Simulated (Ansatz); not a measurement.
Consider the cleavage of the B–B bond: `BBCCCl` + `C=C(N)O` → `BOC(=C)N` + `BCCCl`.

Computed with Ansatz on PBE0-D4/def2-TZVP structures; ΔE is electronic, products minus reactants. CCSD(T)/CBS adds triple-zeta CCSD(T) − MP2 to the extrapolated MP2 energy (def2 sets, frozen cores). Functionals use def2-TZVPP. B3LYP here is the variant with VWN-RPA as its local correlation; programs differ in this. One conformer a species, not always the lowest.

`BBCCCl`:

```xyz
12

B     1.156    1.639   -0.338
B     1.107    0.003   -0.400
C    -0.050   -0.984   -0.031
C    -1.327   -0.351    0.465
Cl   -2.583   -1.566    0.855
H     0.860    2.323   -1.280
H     1.550    2.229    0.630
H     2.124   -0.518   -0.793
H     0.340   -1.695    0.711
H    -0.248   -1.609   -0.913
H    -1.164    0.220    1.379
H    -1.766    0.308   -0.284
```

`C=C(N)O`:

Cartesian coordinates in Å:
```
C 0.525 1.079 0.012
C -0.155 -0.070 0.101
N 0.352 -1.334 -0.099
O -1.458 -0.158 0.461
H 1.559 1.089 -0.303
H 0.066 2.018 0.285
H -0.322 -1.994 -0.452
H 1.231 -1.362 -0.587
H -1.798 0.732 0.581
```

`BOC(=C)N`:

Z-matrix (Å, degrees):
```
B
O 1 1.347
H 1 1.194 2 115.8
H 1 1.199 2 122.6 3 178.9
C 2 1.369 1 127.9 3 179.2
N 5 1.379 2 115.6 1 -11.1
C 5 1.332 2 117.9 1 172.8
H 6 1.007 5 113.5 2 171.9
H 6 1.008 5 115.3 2 39.9
H 7 1.081 5 120.9 2 -178.7
H 7 1.079 5 119.7 2 2.7
```

`BCCCl`:

Cartesian coordinates in Å:
```
B 1.047 0.840 0.569
C -0.327 0.116 0.493
C -0.554 -0.792 -0.692
Cl -0.590 0.157 -2.209
H 1.206 1.741 1.340
H 1.978 0.462 -0.082
H -1.165 0.810 0.618
H -0.344 -0.496 1.416
H 0.253 -1.515 -0.805
H -1.504 -1.323 -0.647
```

```json
{"level": "PBE-D4", "ΔE (kJ/mol)": "-117.3", "difference from CCSD(T)/CBS": "14.3"}
{"level": "r2SCAN-D4", "ΔE (kJ/mol)": "-120.9", "difference from CCSD(T)/CBS": "10.7"}
{"level": "PBE0-D4", "ΔE (kJ/mol)": "-119.0", "difference from CCSD(T)/CBS": "12.6"}
{"level": "B3LYP-D4", "ΔE (kJ/mol)": "-131.1", "difference from CCSD(T)/CBS": "0.5"}
{"level": "ωB97X-V", "ΔE (kJ/mol)": "-124.8", "difference from CCSD(T)/CBS": "6.8"}
{"level": "ωB97M-V", "ΔE (kJ/mol)": "-129.1", "difference from CCSD(T)/CBS": "2.5"}
{"level": "B2PLYP", "ΔE (kJ/mol)": "-133.8", "difference from CCSD(T)/CBS": "-2.2"}
{"level": "PBE", "ΔE (kJ/mol)": "-116.0", "difference from CCSD(T)/CBS": "15.6"}
{"level": "r2SCAN", "ΔE (kJ/mol)": "-120.7", "difference from CCSD(T)/CBS": "10.9"}
{"level": "PBE0", "ΔE (kJ/mol)": "-118.0", "difference from CCSD(T)/CBS": "13.6"}
{"level": "B3LYP", "ΔE (kJ/mol)": "-128.8", "difference from CCSD(T)/CBS": "2.8"}
{"level": "HF/def2-TZVPP", "ΔE (kJ/mol)": "-134.8", "difference from CCSD(T)/CBS": "-3.2"}
{"level": "MP2/def2-TZVPP", "ΔE (kJ/mol)": "-138.3", "difference from CCSD(T)/CBS": "-6.7"}
{"level": "SCS-MP2/def2-TZVPP", "ΔE (kJ/mol)": "-139.3", "difference from CCSD(T)/CBS": "-7.7"}
{"level": "CCSD/def2-TZVPP", "ΔE (kJ/mol)": "-132.7", "difference from CCSD(T)/CBS": "-1.1"}
{"level": "CCSD(T)/def2-TZVPP", "ΔE (kJ/mol)": "-134.6", "difference from CCSD(T)/CBS": "-3.0"}
{"level": "HF/def2-QZVPP", "ΔE (kJ/mol)": "-135.3", "difference from CCSD(T)/CBS": "-3.7"}
{"level": "MP2/def2-QZVPP", "ΔE (kJ/mol)": "-136.8", "difference from CCSD(T)/CBS": "-5.2"}
{"level": "SCS-MP2/def2-QZVPP", "ΔE (kJ/mol)": "-137.7", "difference from CCSD(T)/CBS": "-6.1"}
{"level": "HF/CBS(def2)", "ΔE (kJ/mol)": "-135.3", "difference from CCSD(T)/CBS": "-3.7"}
{"level": "MP2/CBS(def2)", "ΔE (kJ/mol)": "-135.3", "difference from CCSD(T)/CBS": "-3.7"}
{"level": "CCSD/CBS(def2)", "ΔE (kJ/mol)": "-129.7", "difference from CCSD(T)/CBS": "1.9"}
{"level": "CCSD(T)/CBS", "ΔE (kJ/mol)": "-131.6", "difference from CCSD(T)/CBS": "0"}
```

Largest T1 diagnostic among the species: 0.014.
